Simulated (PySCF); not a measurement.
Input of a run (PBE0-D3(BJ)/def2-SVP geometry optimisation, gas phase (PySCF 2.14.0)), started from GFN2-xTB:
```
{"job": {"xc": "PBE0", "basis": "def2-SVP", "d3": "d3bj", "grid": 1, "shake": 0.01, "kind": "geom"}, "charge": 0, "multiplicity": 1}
N      2.893140    -0.528900    -1.333230
C      1.917490    -0.555400    -0.704270
C      0.703040    -0.590710     0.060220
Se    -0.820830    -1.546000    -0.759600
C     -1.505900     0.118730     0.108170
F     -1.968050    -0.139640     1.358700
C     -0.078450     0.709870     0.126840
F      0.208170     1.492280     1.205190
H      0.900390    -0.996320     1.085290
H     -2.275470     0.685850    -0.404550
H      0.064570     1.324410    -0.758410
```

Output (energies in Eh, forces in Eh/bohr):
```
step   0  E = -2808.85574452  max force = 0.014943
step   1  E = -2808.85746431  max force = 0.011094
step   2  E = -2808.85818017  max force = 0.003804
step   3  E = -2808.85833009  max force = 0.000931
step   4  E = -2808.85834704  max force = 0.000363
step   5  E = -2808.85835754  max force = 0.000317
optimisation converged
```

Q: Summarise the run.

A: The energy falls by 0.071 eV over 6 energy and gradient evaluations, the largest force component goes from 0.0149 to 3.2e-04 Eh/bohr, and the atoms move by 0.080 Å rms after alignment. The bond that changes most is Se4–C5 (ends: selenium bonded to 2 C; sp3 C–F carbon), which shortens by 0.027 Å. Bonds longer at the end by more than 0.005 Å: 5 of 11; shorter: 4. Among the angles that change most is Se4–C3–C7, from 92.0° to 88.7°. The energy never rose by more than 1e-6 Eh on the way. The first step brought 66 % of the lowering.

Q: What are the final bond lengths?

A: N1≡C2 1.158 Å, C2–C3 1.443 Å, C3–Se4 1.996 Å, Se4–C5 1.971 Å, C5–F6 1.354 Å, C5–C7 1.527 Å, C7–F8 1.355 Å, C3–C7 1.532 Å, C3–H9 1.100 Å, C5–H10 1.099 Å, C7–H11 1.102 Å. Numbering counts from 1 in the input's order; the species is `[C@H]1(F)[C@@H]([Se][C@H]1F)C#N`.

The run used 145 basis functions and 45 SCF cycles in all. Time: 63 s wall; peak memory 0.58 GiB. Hardware: an Arm Neoverse V1 with one thread, shared host with 32 logical CPUs at a one-minute load of 15.

No PBE0-D3(BJ)/def2-SVP frequencies stand behind this structure, so it isn't proved a minimum. One conformer, not necessarily the lowest.
